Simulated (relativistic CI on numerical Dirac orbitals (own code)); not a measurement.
What each ingredient does to the levels of Ar16+

Base calculation: Dirac-Coulomb-Breit CI, separate exchange-only KLI orbitals for each configuration, a model potential for QED, unscaled Slater integrals.

Configuration list: 1s2, 1s 2s, 1s 2p, 1s 3s, 1s 3p, 1s 3d, 1s 4s, 1s 4p, 1s 4d, 1s 4f, 1s 5s, 1s 5p, 1s 5d, 1s 5f, 1s 5g, 1s 6s, 1s 6p, 1s 6d. Levels of other configurations are missing.

Variants: (1) one mean potential for all configurations; (2) non-relativistic limit. Shifts of the energy above 1s2 1S_0, in eV, for the lowest level and the first level of each name with at least 55 % of one term (blank where a level changes its place among those of its configuration and J or its character, or is not in the variant):

| Level | Base | Δ(1) | Δ(2) |
| --- | --- | --- | --- |
| 1s2 1S_0 | 0.00 | 0.00 | 0.00 |
| 1s 2s 3S_1 | 3102.86 | -0.14 | -8.98 |
| 1s 2p 3P°_0 | 3121.66 | -0.18 | -9.94 |
| 1s 2p 3P°_1 | 3122.31 | -0.18 | -10.59 |
| 1s 2s 1S_0 | 3123.33 | +0.44 | -9.68 |
| 1s 2p 3P°_2 | 3125.05 | -0.18 | -13.33 |
| 1s 2p 1P°_1 | 3138.79 | -0.04 | -12.10 |
| 1s 3s 3S_1 | 3672.71 | 0.00 | -12.38 |
| 1s 3p 3P°_0 | 3677.90 | -0.02 | -12.64 |
| 1s 3p 3P°_1 | 3678.09 | -0.02 | -12.83 |
| 1s 3s 1S_0 | 3678.20 | +0.11 | -12.58 |
| 1s 3p 3P°_2 | 3678.90 | -0.01 | -13.64 |
| 1s 3d 3D_1 | 3681.74 | +0.04 | -13.67 |
| 1s 3d 3D_2 | 3681.74 | +0.04 | -13.68 |
| 1s 3d 3D_3 | 3682.06 | +0.04 | -14.00 |
| 1s 3d 1D_2 | 3682.23 | +0.04 | -13.97 |
| 1s 3p 1P°_1 | 3682.72 | -0.06 | -13.31 |
| 1s 4s 3S_1 | 3869.45 | +0.03 | -13.37 |
| 1s 4p 3P°_0 | 3871.59 | +0.02 | -13.48 |
| 1s 4p 3P°_1 | 3871.67 | +0.02 | -13.56 |
| 1s 4s 1S_0 | 3871.71 | +0.06 | -13.46 |
| 1s 4p 3P°_2 | 3872.01 | +0.02 | -13.90 |

At this charge energies of transitions that change n are usually good to better than 1 %, and those within a shell (Δn = 0) to a few per cent.

Ionisation energy from the two ground configurations alone: base 4119.27 eV. The NIST ASD value (theoretical) is 4120.67 eV.

LS names give the leading component of a level, which can be under half, so a name can repeat, a term be missing and a line seem to break the LS rules.
